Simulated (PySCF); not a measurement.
CH₆AlN, singlet, geometry from GFN2-xTB (such geometries of metal compounds can be far from the true shape); DF-PBE/def2-SV(P) run with PySCF.

Input for PySCF:
```python
from pyscf import gto, scf, dft

mol = gto.M(
    atom='''
Al   -0.338540   -0.234852   -0.218008
H    -1.474672   -0.930114   -0.993234
C     0.130428    1.650618   -0.648180
H     1.170183    1.756716   -0.976403
H     0.015396    2.315690    0.214679
H    -0.497215    2.058098   -1.447928
N     0.434736   -1.258727    1.012208
H     1.195431   -1.022215    1.638729
H     0.166182   -2.217714    1.201889
''',
    basis='def2-sv(p)',
    charge=0,
    spin=0,
    verbose=4,
    max_memory=1800,
)

mf = dft.RKS(mol)
mf.xc = 'pbe'
mf = mf.density_fit(auxbasis='def2-universal-jkfit')
mf.kernel()
```

Output, abridged:

```
PySCF version 2.14.0

[INPUT] verbose = 4
[INPUT] num. atoms = 9
[INPUT] num. electrons = 32
[INPUT] charge = 0
[INPUT] spin (= nelec alpha-beta = 2S) = 0
[INPUT] symmetry False subgroup None
[INPUT] Mole.unit = angstrom
[INPUT] Symbol           X                Y                Z      unit          X                Y                Z       unit  Magmom
[INPUT]  1 Al    -0.338540000000  -0.234852000000  -0.218008000000 AA   -0.639747882210  -0.443805959806  -0.411975412964 Bohr   0.0
[INPUT]  2 H     -1.474672000000  -0.930114000000  -0.993234000000 AA   -2.786726203565  -1.757660724624  -1.876940237606 Bohr   0.0
[INPUT]  3 C      0.130428000000   1.650618000000  -0.648180000000 AA    0.246473198975   3.119215956277  -1.224882679421 Bohr   0.0
[INPUT]  4 H      1.170183000000   1.756716000000  -0.976403000000 AA    2.211325385622   3.319712118641  -1.845134257204 Bohr   0.0
[INPUT]  5 H      0.015396000000   2.315690000000   0.214679000000 AA    0.029094223414   4.376019889394   0.405684514696 Bohr   0.0
[INPUT]  6 H     -0.497215000000   2.058098000000  -1.447928000000 AA   -0.939600175026   3.889241557515  -2.736187368089 Bohr   0.0
[INPUT]  7 N      0.434736000000  -1.258727000000   1.012208000000 AA    0.821531976489  -2.378649295595   1.912795901094 Bohr   0.0
[INPUT]  8 H      1.195431000000  -1.022215000000   1.638729000000 AA    2.259037190815  -1.931706390422   3.096749002382 Bohr   0.0
[INPUT]  9 H      0.166182000000  -2.217714000000   1.201889000000 AA    0.314038466832  -4.190872082614   2.271241042127 Bohr   0.0

nuclear repulsion = 97.8626128205787
number of shells = 32
number of NR pGTOs = 108
number of NR cGTOs = 58
basis = def2-sv(p)
ecp = {}

******** <class 'pyscf.df.df_jk.DFRKS'> ********
method = DFRKS
initial guess = minao
damping factor = 0
level_shift factor = 0
DIIS = <class 'pyscf.scf.diis.CDIIS'>
diis_start_cycle = 1
diis_space = 8
diis_damp = 0
SCF conv_tol = 1e-09
SCF conv_tol_grad = None
SCF max_cycles = 50
direct_scf = False
XC library pyscf.dft.libxc version 7.1.2
    S. Lehtola, C. Steigemann, M. J. T. Oliveira, and M. A. L. Marques,  SoftwareX 7, 1–5 (2018)
XC functionals = pbe
    J. P. Perdew, K. Burke, and M. Ernzerhof,  Phys. Rev. Lett. 77, 3865 (1996)
    J. P. Perdew, K. Burke, and M. Ernzerhof,  Phys. Rev. Lett. 78, 1396 (1997)
    J. P. Perdew, K. Burke, and M. Ernzerhof,  Phys. Rev. Lett. 77, 3865 (1996)
    J. P. Perdew, K. Burke, and M. Ernzerhof,  Phys. Rev. Lett. 78, 1396 (1997)
radial grids:
    Treutler-Ahlrichs [JCP 102, 346 (1995); DOI:10.1063/1.469408] (M4) radial grids

becke partition: Becke, JCP 88, 2547 (1988); DOI:10.1063/1.454033
pruning grids: <function nwchem_prune>
grids dens level: 3
symmetrized grids: False
atomic radii adjust function: <function treutler_atomic_radii_adjust>
small_rho_cutoff = 0
Set gradient conv threshold to 3.16228e-05
Initial guess from minao.
tot grids = 106048
init E= -338.341987294371
  HOMO = -0.319749916850558  LUMO = -0.0732760061818349  gap/eV = 6.70690
cycle= 1 E= -338.360006121352  delta_E= -0.018  |g|= 0.712  |ddm|= 2.77
  HOMO = -0.0983205779140519  LUMO = 0.0264728666654941  gap/eV = 3.39580
cycle= 2 E= -337.899464714289  delta_E= 0.461  |g|= 1.45  |ddm|=  1.9
  HOMO = -0.210151964793049  LUMO = -0.0226002277423385  gap/eV = 5.10354
cycle= 3 E= -338.466777261264  delta_E= -0.567  |g|= 0.262  |ddm|= 1.43
  HOMO = -0.217017156682467  LUMO = -0.0261423020863956  gap/eV = 5.19397
cycle= 4 E= -338.485852091478  delta_E= -0.0191  |g|= 0.0725  |ddm|=  0.3
  HOMO = -0.21304586935422  LUMO = -0.0282370324194279  gap/eV = 5.02890
cycle= 5 E= -338.487286121758  delta_E= -0.00143  |g|= 0.0168  |ddm|= 0.103
  HOMO = -0.212653952279216  LUMO = -0.0269427610563855  gap/eV = 5.05346
cycle= 6 E= -338.487401823146  delta_E= -0.000116  |g|= 0.00293  |ddm|= 0.0295
  HOMO = -0.21332773528998  LUMO = -0.0271908523259254  gap/eV = 5.06504
cycle= 7 E= -338.487404566059  delta_E= -2.74e-06  |g|= 0.000515  |ddm|= 0.00407
  HOMO = -0.21337875809101  LUMO = -0.0271724967963416  gap/eV = 5.06693
cycle= 8 E= -338.487404648131  delta_E= -8.21e-08  |g|= 7.49e-05  |ddm|= 0.000752
  HOMO = -0.213376125245688  LUMO = -0.0271782720406999  gap/eV = 5.06670
cycle= 9 E= -338.487404650383  delta_E= -2.25e-09  |g|= 1.41e-05  |ddm|= 0.000147
  HOMO = -0.213374902387041  LUMO = -0.0271772622779967  gap/eV = 5.06670
cycle= 10 E= -338.487404650441  delta_E= -5.83e-11  |g|= 5.57e-06  |ddm|= 2.73e-05
  HOMO = -0.21337756371095  LUMO = -0.0271777609720738  gap/eV = 5.06675
Extra cycle  E= -338.487404650422  delta_E= 1.9e-11  |g|= 1.04e-05  |ddm|= 1.78e-05
converged SCF energy = -338.487404650422
```
